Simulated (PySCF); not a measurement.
SMILES CC(=O)CCO[SiH3] (C4H10O2Si), GFN2-xTB optimised geometry.

```
17

C      0.99    -0.16     3.50
C      1.88     0.18     2.33
O      2.31     1.28     2.13
C      2.18    -0.98     1.40
C      1.64    -0.66     0.00
O      0.24    -0.66     0.00
Si    -0.81     0.57     0.00
H      0.80     0.72     4.11
H      1.46    -0.94     4.10
H      0.05    -0.55     3.11
H      1.74    -1.90     1.76
H      3.27    -1.10     1.32
H      2.03     0.30    -0.33
H      1.96    -1.44    -0.70
H     -2.03    -0.20     0.03
H     -0.66     1.44     1.17
H     -0.65     1.39    -1.20
```

Density from PBE0/def2-SVP run with PySCF at that geometry.

Minimum of the electron density along straight lines between bonded atoms, close to the bond critical point (lines longer than 1.1 times the sum of covalent radii, or with two minima, are not listed):

```
bond     length / Å  ρ at the minimum / e bohr⁻³  ∇²ρ there / e bohr⁻⁵  position (fraction from the first atom)
-------  ----------  ---------------------------  --------------------  ---------------------------------------
C1–C2         1.503                        0.260                 -0.63                                     0.49
C2–O3         1.205                          [?]                   [?]                                     0.33
C2–C4         1.518                        0.255                 -0.61                                     0.51
C4–C5         1.534                        0.242                 -0.55                                     0.50
C5–O6         1.394                        0.260                 -0.30                                     0.34
O6–Si7        1.623                        0.128                  1.09                                     0.59
C1–H8         1.087                        0.278                 -1.04                                     0.64
C1–H9         1.089                        0.273                 -0.99                                     0.63
C1–H10        1.089                        0.273                 -0.99                                     0.63
C4–H11        1.089                        0.278                 -1.02                                     0.63
C4–H12        1.091                        0.273                 -0.99                                     0.63
C5–H13        1.095                        0.283                 -1.08                                     0.64
C5–H14        1.096                        0.282                 -1.07                                     0.63
Si7–H15       1.454                        0.121                  0.34                                     0.49
Si7–H16       1.464                        0.119                  0.32                                     0.49
Si7–H17       1.464                        0.119                  0.32                                     0.49
```

Problem. Complete the blanks.

Solution. 
- C2–O3, ρ at the minimum / e bohr⁻³: 0.413
- C2–O3, ∇²ρ there / e bohr⁻⁵: 0.48
